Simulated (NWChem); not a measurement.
System: C2H6O2Si, singlet; SMILES O(C)[Si]OC

NWChem input:

```
start job
memory heap 200 mb stack 900 mb global 1100 mb
geometry units angstroms noautosym nocenter noautoz
  Si     0.939755    -0.050186     0.376920
  O     -0.435320    -0.938444     0.006386
  C     -0.468698    -2.357980    -0.022982
  H      0.504999    -2.805050     0.223912
  H     -1.210421    -2.719413     0.698080
  H     -0.762338    -2.694338    -1.023660
  O      0.360625     1.496301     0.248916
  C     -0.935416     1.990781    -0.080808
  H     -1.302416     2.601377     0.751353
  H     -0.855325     2.625463    -0.970064
  H     -1.639680     1.177009    -0.275125
end
basis spherical
  * library 6-31g*
end
dft
  xc m05-2x
  iterations 150
end
cosmo
  do_cosmo_smd true
  solvent octanol
end
task dft energy
```

Low-valent species are run as closed-shell singlets; no triplet was tried in these runs. Coordinates come from a B3LYP/6-31G* (spherical d) optimisation. Solvent: 1-octanol.

Level: M05-2X/6-31G* with SMD (1 M gas to 1 M solution), gas-phase geometry. Reactions with the solvent are ignored.

**Question.** Predict the main results of this run. (M05-2X/6-31G* (spherical d), SMD on the gas-phase geometry.) Quantities: solvation free energy (kcal/mol); cavity-dispersion-structure term (kcal/mol); dipole in solution (D).

**Answer.** 
```json
{
  "solvation free energy (kcal/mol)": "-2.9",
  "cavity-dispersion-structure term (kcal/mol)": "1.4",
  "dipole in solution (D)": "2.28"
}
```
